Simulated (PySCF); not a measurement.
Si(H)(Br)(NH2)2 (BrH5N2Si), SMILES N[SiH](N)Br. Atoms are numbered in the order given.

```xyz
9

Si    -0.4003    -0.5893     0.7367
N     -1.5225    -1.4214    -0.2581
N      0.7472    -1.7320     1.2992
Br     0.3825     1.0637    -0.6106
H     -0.8809     0.1295     1.9451
H     -2.0367    -0.9388    -0.9865
H     -2.0033    -2.2484     0.0816
H      1.2220    -2.3399     0.6376
H      1.3416    -1.5066     2.0912
```

The structure is a stationary point at B3LYP-D3(BJ)/def2-SVP. The structure was generated by enumeration, and PubChem lists no compound with its InChIKey, so it may never have been made. The values are those of a single conformer.

Method: PySCF with PBE0/pcSseg-1.

GIAO shieldings, no solvent; atoms listed in one row are averaged. δ = σ(ref) − σ: ²⁹Si against TMS (σ = 352.7 ppm); ¹⁵N against NH3 (σ = 267.4 ppm); ¹H against TMS (σ = 31.56 ppm), references at their B3LYP-D3(BJ)/def2-TZVP geometries, non-relativistic (without spin–orbit terms, shifts of atoms bonded to Cl or Br come out too high).

Computed chemical shifts:
```tsv
nucleus	atoms	count	δ (ppm)
²⁹Si	Si1	1	-16.0
¹⁵N	N3	1	44.8
¹⁵N	N2	1	33.9
¹H	H5	1	5.89
¹H	H8	1	1.46
¹H	H9	1	1.38
¹H	H7	1	1.12
¹H	H6	1	1.10
```
